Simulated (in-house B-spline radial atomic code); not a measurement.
# Ionising Pd5+ with different functionals

Computed with an all-electron radial atomic-structure program (B-spline basis): non-relativistic Hamiltonian, point nucleus, spin-polarised at highest spin, spherical fractional occupations for the functionals, the average over the highest-spin determinants for Hartree-Fock. The ionisation energy is the difference of two self-consistent energies, [Kr] 4d5 → [Kr] 4d4, without Breit or QED terms; ε is the level of the shell that loses the electron (its least bound occupied spin orbital). There is no spin-orbit coupling in this Hamiltonian.

Hybrids are left out here: with spherical fractional occupations of an open shell their exact exchange keeps a self-interaction that integer-occupation calculations don't have.

```
           method          rung  ΔSCF (eV)  -ε(4d) (eV)
     Hartree-Fock  Hartree-Fock      84.87        85.90
         LDA VWN5           LDA      85.46        76.68
         LDA PW92           LDA      85.44        76.67
LDA exchange-only           LDA      83.98        75.26
              PBE           GGA      85.44        76.67
           PBEsol           GGA      85.38        76.61
             BLYP           GGA          ?            ?
             RPBE           GGA      85.42        76.64
             PW91           GGA      85.51        76.74
             BP86           GGA      85.42        76.65
             AM05           GGA      85.33        76.56
             OLYP           GGA      85.79        76.97
             TPSS      meta-GGA      85.46        76.70
             SCAN      meta-GGA      86.00        77.30
           r2SCAN      meta-GGA      86.07        77.37
            M06-L      meta-GGA      85.88        77.15
          revTPSS      meta-GGA          ?            ?
```

(1) What does BLYP give?

(2) What does revTPSS give?

(3) How do they compare with the NIST value?

Results:

(1) ΔSCF 85.12 eV, and -ε(4d) = 76.33 eV.

(2) ΔSCF 85.41 eV, and -ε(4d) = 76.65 eV.

(3) NIST lists 84 eV ± 2 (tabulated theory, ground level to ground level). Errors run from -0.12 to +1.97 eV; all lie within about twice that uncertainty, so the table can't rank the methods. Hartree-Fock also lacks correlation.
